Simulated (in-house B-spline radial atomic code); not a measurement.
The numbers below are computed, except where a source is named.
## Stopping and range of 80 keV Ni in InAs

The pair potential comes from two frozen, spherical free-atom densities (PBE, B-spline radial code, scalar-relativistic past argon): electrostatics plus the change in Thomas-Fermi kinetic and Dirac exchange energy where they overlap, the recipe behind the universal ZBL potential, which averages such potentials (from solid-state densities) over many pairs. It is written V = (Z1 Z2 e²/r) φ(r/a), with e² = 14.3996 eV·Å and a = 0.46850 Å/(Z1^0.23 + Z2^0.23); ZBL's fit is φ = 0.18175 e^(−3.1998x) + 0.50986 e^(−0.94229x) + 0.28022 e^(−0.4029x) + 0.02817 e^(−0.20162x). Where φ falls below 4e-4 it is continued as an exponential.

The target is taken as amorphous, with density 5.68 g/cm³ (NSM archive of the Ioffe Institute); channelling is ignored. Masses: Ni 58.69, In 114.82, As 74.92 u. Nuclear stopping is S_n = 4π a Z1 Z2 e² M1/(M1 + M2) × s_n(ε), with s_n integrated over impact parameters for each pair. Electronic stopping is Lindhard and Scharff's S_e = Z1^(1/6) 8π e² a0 Z1 Z2/(Z1^(2/3) + Z2^(2/3))^(3/2) × v/v0, with a0 = 0.529177 Å and v = v0 at 24.801 keV/u; it misses the oscillations with Z1 seen in experiment, which reach tens of per cent. Compounds add by atom fraction.

```tsv
target atom	a (Å)	ε at this energy	s_n, this pair	s_n, ZBL potential
In	0.10186	0.2729	0.3576	0.3501
As	0.10679	0.3601	0.3656	0.35
```

(1) What are the atom density and the stopping powers at entry?

Along the track:

```json
{"E (keV)": "4", "N S_n (eV/nm)": "585", "N S_e (eV/nm)": "74.1"}
{"E (keV)": "12", "N S_n (eV/nm)": "828", "N S_e (eV/nm)": "128"}
{"E (keV)": "24", "N S_n (eV/nm)": "962", "N S_e (eV/nm)": "181"}
{"E (keV)": "40", "N S_n (eV/nm)": "1030", "N S_e (eV/nm)": "234"}
{"E (keV)": "60", "N S_n (eV/nm)": "1060", "N S_e (eV/nm)": "287"}
{"E (keV)": "80", "N S_n (eV/nm)": "1070", "N S_e (eV/nm)": "331"}
```

(2) Estimate the path length and the projected range.

Results:

(1) N = 5.68 × 0.602214/94.87 = 0.03606 atoms/Å³. For In: S_n = 8553 × 0.3576 = 3059 eV·Å², S_e = 3.5296 × √80000 = 998.3 eV·Å². For As: S_n = 7843 × 0.3656 = 2868 eV·Å², S_e = 2.9661 × √80000 = 838.9 eV·Å². Averaged over the target's atoms (half each) and times N × 10 Å/nm, the ion loses N S_n = 1070 eV/nm to recoils and N S_e = 331 eV/nm to electrons; the nuclear share is 76 %.

(2) With continuous slowing down the path is the integral of dE/(N (S_n + S_e)). Trapezoids over the table give 64.9 nm, and the stretch below the first row, with stopping taken as √E, adds 2E/(N S) = 12 nm: 77.1 nm in all, against 75.2 nm on a fine grid from 5 eV. Deflections shorten the depth: to first order in the energy passed on, N (S_n + S_e) dR_p/dE = 1 − N S_n (M2/M1) R_p/(2E), summed over the target's atoms, and integrating this on the fine grid gives R_p = 38.6 nm, 0.51 of the path. Lindhard's rule of thumb R/(1 + M2/3M1), with mean M2/M1 = 1.62, gives 48.9 nm. On the ZBL potential the same equation gives 39.8 nm, and the full integral equation, which keeps hard collisions, 42.8 nm.
